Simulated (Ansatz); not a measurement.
The cluster Sb₅⁺, relaxed as a singlet with RKS PBE0-D4/def2-SVP in Ansatz, starting from the GFN1-xTB geometry. Force threshold 0.02 eV/Å.

In the def2 sets Sb takes a core potential; there is no spin–orbit coupling. The restricted singlet is unstable towards broken spin symmetry in Hartree–Fock (as tested in another run); at PBE0-D4/def2-SVP this wasn't settled. Another isomer (singlet) lies 1.78 eV lower at PBE0-D4/def2-TZVP; other spin states weren't run for this one.

Start:

```xyz
5

Sb    1.118   -1.672   -0.088
Sb   -1.789    1.552    1.064
Sb   -0.373    0.672   -1.125
Sb    2.367    0.506   -0.941
Sb   -1.322   -1.058    1.090
```

| step | energy (eV) | largest force component (eV/Å) | SCF passes |
| --- | --- | --- | --- |
| 1 | -32685.4122 | 1.298 | 18 |
| 2 | -32685.6124 | 0.705 | 31 |
| 3 | -32685.6959 | 0.290 | 28 |
| 4 | -32685.7102 | 0.204 | 27 |
| 5 | -32685.7212 | 0.068 | 26 |
| 6 | -32685.7225 | 0.034 | 26 |
| 7 | -32685.7226 | 0.005 | 27 |

Force components are those of the run's own axes.

End:

```xyz
5

Sb    1.260   -1.714   -0.177
Sb   -1.706    1.593    1.134
Sb   -0.461    0.582   -1.260
Sb    2.390    0.562   -0.842
Sb   -1.482   -1.024    1.145
```

By distances, no bond broke or formed. The bond that changes most is Sb1–Sb5, from 2.78 to 3.12 Å (atoms count from 1). The end is the same structure that another start reached.

No frequencies were taken in this run, so the end may be a saddle point.

Hardware: 4 threads of AMD EPYC 7R43 on a shared host. Wall time 37 s.
